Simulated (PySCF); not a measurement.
**Polarisability and C₆ of Li- (lithium, charge -1)**

[He] 2s2, closed-shell 1S. All numbers are calculated (PySCF 2.14, no relativity, point nucleus, in aug-cc-pV5Z). Coupled (time-dependent) response in atomic units; α is the mean over directions.

```csv
method,mean α (bohr³),C₆ (like pair),S(−4)
UHF,1110,32260,1060000
```

S(−4) is the Cauchy moment in α(ω) = α(0) + S(−4) ω² + …

α(iu) at UHF:

| u (hartree) | α(iu) (bohr³) |
| --- | --- |
| 0 | 1110 |
| 0.0500 | 374.7 |
| 0.100 | 141.7 |
| 0.200 | 42.74 |
| 0.300 | 20.09 |
| 0.500 | 7.630 |
| 0.750 | 3.555 |
| 1.00 | 2.090 |
| 1.50 | 1.012 |
| 2.00 | 0.6151 |
| 3.00 | 0.3075 |
| 5.00 | 0.1254 |

For an ion, C₆ is the dispersion term alone; charge-induced terms of lower order in 1/R come first.
